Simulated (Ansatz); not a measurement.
H5P, SMILES [H][P@TB7]([H])([H])([H])[H].

Coordinates come from a PBE0-D3(BJ)/def2-TZVPD optimisation.

Two levels are set side by side: PBE/def2-TZVPD (Ansatz, an electronic-structure program) and CAM-B3LYP/def2-TZVPD (Ansatz). Energy differences of separate SCF runs at the same geometry; the states with an electron removed or added have multiplicity 2 and 2. Differences are taken from unrounded values.

```tsv
quantity	CAM-B3LYP
vertical ionisation energy (eV)	8.74
vertical singlet–triplet gap (eV)	4.37
```

### Question
What does PBE give, and how far is it from CAM-B3LYP? (An estimate is asked for; the answer gives what the named calculation found.)

### Answer

```
quantity                            PBE  PBE minus CAM-B3LYP
---------------------------------  ----  -------------------
vertical ionisation energy (eV)    8.51                -0.23
vertical singlet–triplet gap (eV)  3.96                -0.41
```
